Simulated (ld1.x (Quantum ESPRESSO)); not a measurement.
What the settings do to the TM potential of V (Z = 23)

Base potential:

ld1.x (Quantum ESPRESSO) 7.5 input, shortened:

```
&input
   title='V', zed=23., rel=1, dft='PBESOL', iswitch=3,
   config='[Ar] 3d3 4s2 4p0'
 /
 &inputp
   pseudotype=2, tm=.true., lloc=0,
   nlcc=.true.
 /
3
4P  2  1   0.00   0.00  3.95  3.95  0.0
3D  3  2   3.00   0.00  1.75  1.75  0.0
4S  1  0   2.00   0.00  2.55  2.55  0.0
 &test
   configts(1)='3d3 4s2 4p0'
 /
```

Cutoffs, loose and tight: the cutoffs (Ry, on a coarse ladder) from which the occupation-weighted sum of valence levels, in a spherical-Bessel basis at the reference potential, stays within 10 and 1 mRy of its value at 400 Ry. They do not see the model core or the augmentation charge, which bear on the density cutoff. Test errors are all-electron minus pseudo excitation energies from the reference, over the configurations 3d3 4s1 4p0; 3d3 4s0 4p0; 3d2 4s0 4p0; 3d4 4s0 4p0; 3d1 4s0 4p0; 3d2 4s2 4p1; 3d3.5 4s1.5 4p0. A dash means not determined; rows that change the core or the reference have their own tests. The largest error is taken over the tests solved by every variant that gives reliable tests at all: 3d1 4s0 4p0; 3d2 4s0 4p0; 3d3 4s0 4p0; 3d3 4s1 4p0; 3d3.5 4s1.5 4p0; 3d4 4s0 4p0.

A true bound ghost makes a file unfit for plane-wave use even where its test errors are small: the radial tests pick states by their node count and pass the ghost by.

The default core radius of the base comes out at 1.49 bohr.

| change | outcome | cutoff, loose | cutoff, tight | bound ghosts | largest test error (meV) |
| --- | --- | --- | --- | --- | --- |
| base | generated | 70 Ry | 80 Ry | none | -1781 |
| local potential the p channel | generated | 70 Ry | 80 Ry | s | -1878 |
| all radii but the core radius scaled by about 1.04 (s 2.66, p 4.10, d 1.82 bohr) | generated | 70 Ry | 80 Ry | none | -1735 |
| wave 4p (bound): rc 3.95 bohr becomes 4p (bound): rc 3.76 bohr | generated | 70 Ry | 80 Ry | none | -1781 |
| type ultrasoft; waves now 4s (bound): rcut 2.20, rcutus 2.55 bohr; 4s channel at 0.95 Ry: rcut 2.20, rcutus 2.55 bohr; 4p (bound): rcut 3.45, rcutus 3.95 bohr; 4p channel at 1 Ry: rcut 3.45, rcutus 3.95 bohr; 3d (bound): rcut 1.50, rcutus 1.75 bohr; 3d channel at 4 Ry: rcut 1.50, rcutus 1.75 bohr; local potential all-electron potential smoothed inside 2.50 bohr (lloc = -2); augmentation PSQ, inside the norm-conserving radii | generated | 35 Ry | 50 Ry | none | -2231 |
| functional PBE | generated | 70 Ry | 80 Ry | none | -1714 |
| non-relativistic | generated | 70 Ry | 80 Ry | none | -1821 |
| wave 4s (bound): rc 2.55 bohr becomes 4s (bound): rc 1.92 bohr | generated | 70 Ry | 90 Ry | none | -1994 |
| wave 3d (bound): rc 1.75 bohr becomes 3d (bound): rc 1.40 bohr | generated | 100 Ry | 110 Ry | none | -2170 |

Question: What comes out with this change to the base: wave 3d (bound): rc 1.75 bohr becomes 3d (bound): rc 2.10 bohr?

Answer: outcome: generated; cutoff, loose: 55 Ry; cutoff, tight: 70 Ry; bound ghosts: none; largest test error (meV): -1205.

Question: What comes out with this change to the base: core correction a·sin(br)/r model core inside 0.68 bohr?

Answer: outcome: generated; cutoff, loose: 70 Ry; cutoff, tight: 80 Ry; bound ghosts: none; largest test error (meV): -2047.

Question: What comes out with this change to the base: wave 4s (bound): rc 2.55 bohr becomes 4s (bound): rc 3.72 bohr?

Answer: outcome: generated; cutoff, loose: 70 Ry; cutoff, tight: 80 Ry; bound ghosts: none; largest test error (meV): -2613.
